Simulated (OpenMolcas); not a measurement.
**Pr4+: ligand-field states by method**

Pr4+ with 8 ligands (fluoride) in square antiprismatic coordination (D4d) at 2.23 Å, a polar angle of 60.2° against the regular 57.3°. A charge of +0.5 e stands 3.2 Å behind each ligand. Ligand basis ANO-RCC-VDZP.

```json
{"Program": "OpenMolcas 26.06", "Basis": "ANO-RCC-VDZP [7s6p4d2f1g]", "Scalar Hamiltonian": "DKH2, point nucleus", "Active space": "1 electron in 7 orbitals (4f)", "State averaging": "2S+1 = 2 odd, 7 roots", "Spin-orbit coupling": "state interaction with AMFI integrals over the reference wave functions"}
```

I. CASSCF
II. SS-CASPT2, IPEA 0.25 Eh, imaginary shift 0.1 Eh (closed shells correlated: 5s 5p and the ligand valence shells)

Spin-free states in cm-1, each column counted from its own energy of the first state listed:

```
   State  Degeneracy     I    II
2S+1 = 2           2     0     0
2S+1 = 2           1   392   670
2S+1 = 2           2   856  1040
2S+1 = 2           2  1192  1520
```

From I to II, I's first state of the same spin (2S+1 = 2) moves from 392 to 670 cm-1, by about +280 cm-1.

With spin-orbit coupling the lowest J multiplet is 733 (I), 837 (II) cm-1 wide, a factor of 1.14 from I to II.

χT at 300 K: I 0.63, II 0.60 cm3 K/mol.

Over all roots computed the reference weight is 0.66 in II; a low but even weight reflects the number of correlated electrons. Splittings of an f shell from a small cluster at a set distance can be off by tens of per cent, mostly too small (holds for II). The distance lies 2 % under the 2.27 Å that this model takes as the normal distance (a Shannon-type radius plus a fixed donor radius); by an R⁻⁵ law this alone changes a d-shell field by about +9 %. No measured value stands beside these numbers; the geometry was imposed, not optimised, and the real ion may take another.
